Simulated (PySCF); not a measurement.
Compound: 5-methoxy-3,4-dihydro-2H-pyrrole, C5H9NO.
Atom-mapped SMILES: `[CH3:1][O:2][C:3]1=[N:4][CH2:5][CH2:6][CH2:7]1` (hydrogens: H8, H9, H10 on C1; H11, H12 on C5; H13, H14 on C6; H15, H16 on C7)

Cartesian coordinates in Å at the PBE0-D3(BJ)/def2-SVP level; atoms count from 1:
```xyz
16
C5H9NO angstrom
C      2.3077   -1.0662   -0.8916
O      1.2012   -1.3373   -0.0550
C      0.2728   -0.3894    0.0042
N      0.3256    0.7183   -0.6177
C     -0.8934    1.4520   -0.3231
C     -1.5494    0.7555    0.8887
C     -0.9555   -0.6526    0.8321
H      2.9561   -1.9499   -0.8476
H      1.9807   -0.8797   -1.9260
H      2.8512   -0.1739   -0.5447
H     -1.5514    1.4342   -1.2119
H     -0.6689    2.5131   -0.1298
H     -2.6481    0.7746    0.8647
H     -1.2330    1.2545    1.8183
H     -0.7169   -1.0982    1.8086
H     -1.5997   -1.3724    0.2972
```

Computed with PySCF at CAM-B3LYP/def2-SVPD, non-relativistic, on one gas-phase PBE0-D3(BJ)/def2-SVP geometry that isn't relaxed in the solvent. The solvent is an IEF-PCM continuum (cavity from Bondi-type radii × 1.2). Specific hydrogen bonds and non-electrostatic terms are outside this model.

Gas phase at CAM-B3LYP/def2-SVPD: HOMO -8.55 eV, LUMO 1.35 eV, dipole 1.01 D.

**Question.** What does the continuum do to the energy, the frontier levels and the dipole at CAM-B3LYP/def2-SVPD in chloroform and dimethylsulfoxide?

**Answer.** 
| solvent | ε | E(solvent) − E(gas) (kcal/mol) | polarisation term (kcal/mol) | distortion of the solute (kcal/mol) | HOMO (eV) | LUMO (eV) | dipole (D) |
| --- | --- | --- | --- | --- | --- | --- | --- |
| chloroform | 4.711 | -3.29 | -3.67 | 0.38 | -8.62 | 1.44 | 1.36 |
| dimethylsulfoxide | 46.83 | -4.67 | -5.47 | 0.80 | -8.67 | 1.45 | 1.55 |

The polarisation term is half the interaction of the solute with the surface charges that it induces; the rest is the cost of distorting the solute's density. The sum is the electrostatic part of solvation alone. From chloroform to dimethylsulfoxide the lowering changes by a factor 1.42, Onsager's factor (ε − 1)/(2ε + 1) by 1.36 and ε itself by 9.9.

**Question.** Which radius a makes the point-dipole formula ΔE = −[(ε − 1)/(2ε + 1)]·μ²/a³ give the value in dimethylsulfoxide, with the gas-phase dipole?

**Answer.** μ = 0.396 au and |ΔE| = 0.00744 Eh give a = 1.15 Å; the farthest nucleus lies 3.64 Å from the centroid of the nuclei, so such a sphere wouldn't even hold the nuclei. The formula assumes a rigid point dipole at the centre of a sphere.

**Question.** Give the dipole vector in the frame of the coordinates (D, pointing from negative to positive charge), gas and dimethylsulfoxide.

**Answer.** Gas (-0.72, -0.42, 0.57), solvent (-1.08, -0.68, 0.87). Its length changes by +54 % and its direction by 1°.

**Question.** How does the static polarisability (CAM-B3LYP/def2-SVPD, frozen core, with the continuum's full static response) change?

**Answer.** 
```json
{"medium": "gas", "isotropic (au)": "69.0", "principal values (au)": "55.2, 69.4, 82.5", "⟨r²⟩ of the electrons (bohr²)": "796.2"}
{"medium": "chloroform", "isotropic (au)": "84.2", "principal values (au)": "68.4, 86.2, 98.1", "⟨r²⟩ of the electrons (bohr²)": "795.3"}
{"medium": "dimethylsulfoxide", "isotropic (au)": "91.8", "principal values (au)": "76.3, 93.9, 105.0", "⟨r²⟩ of the electrons (bohr²)": "794.9"}
```

The isotropic value in dimethylsulfoxide is 1.33 times the gas-phase one; no cavity-field correction is applied. ⟨r²⟩ is taken about the centre of nuclear charge.

Hardware: Arm Neoverse V2, one thread, shared host. Cost: 32 s of wall time, 1.1 GiB resident at most. This is the whole response run at CAM-B3LYP/def2-SVPD in dimethylsulfoxide, SCF included.
